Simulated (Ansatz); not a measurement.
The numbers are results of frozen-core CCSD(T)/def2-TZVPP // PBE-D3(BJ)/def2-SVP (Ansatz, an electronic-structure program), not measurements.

Ansatz 0.2 input:
```yaml
crystal:
  periodic: [false, false, false]
  atoms:
    - { symbol: Cd, position_ang: [0.000001, 0.000001, 0.000001] }
    - { symbol: H, position_ang: [1.107715, -1.263298, 0.134028] }
    - { symbol: H, position_ang: [-1.107713, 1.2633, -0.134026] }
basis:
  gaussian: { orbitals: def2-TZVPP }
correlation:
  method: ccsd_t
```

Output:

```
Functional definition: HF
546 factors; integrals over basis functions are off by at most 9.6e-4 eV
mean field evaluation 1: about -4570.8312 eV, gradient 1.0e1 eV
mean field evaluation 2: about -4570.8318 eV, gradient 1.0e1 eV
mean field evaluation 4: about -4571.2178 eV, gradient 1.7e0 eV
mean field evaluation 8: about -4571.2264 eV, gradient 1.7e-4 eV
mean field evaluation 16: about -4571.2263 eV, gradient 1.9e-1 eV
mean field -4571.22639352 eV, -167.9894714735 hartree, gradient 1.3e-6 eV, S^2 0.000000; 0 other end points of the search recorded, 0 dependent functions left out
reference -4571.22639352 eV, -167.9894714735 hartree; 11, 11 occupied and 73, 73 virtual orbitals, 546 factors
second order -20.08572288 eV of doubles, -0.00000000 eV of singles
cycle   1  -18.99466264 eV  change     1.1e0 eV  update   9.1e-2
cycle   2  -19.48774545 eV  change   -4.9e-1 eV  update   2.6e-2
cycle   3  -19.54675888 eV  change   -5.9e-2 eV  update   1.5e-2
cycle   4  -19.51145475 eV  change    3.5e-2 eV  update   4.4e-3
cycle   5  -19.50877390 eV  change    2.7e-3 eV  update   1.6e-3
cycle   6  -19.51140232 eV  change   -2.6e-3 eV  update   3.6e-4
cycle   7  -19.51122975 eV  change    1.7e-4 eV  update   1.2e-4
cycle   8  -19.51117726 eV  change    5.2e-5 eV  update   2.5e-5
cycle   9  -19.51121231 eV  change   -3.5e-5 eV  update   5.6e-6
cycle  10  -19.51121061 eV  change    1.7e-6 eV  update   1.3e-6
perturbative correction -0.53593283 eV, -0.0196951682 hartree
Total energy: -4591.27353697 eV, -168.7261904065 hartree
```

Cost: about 2.4 core-seconds (a rough figure).
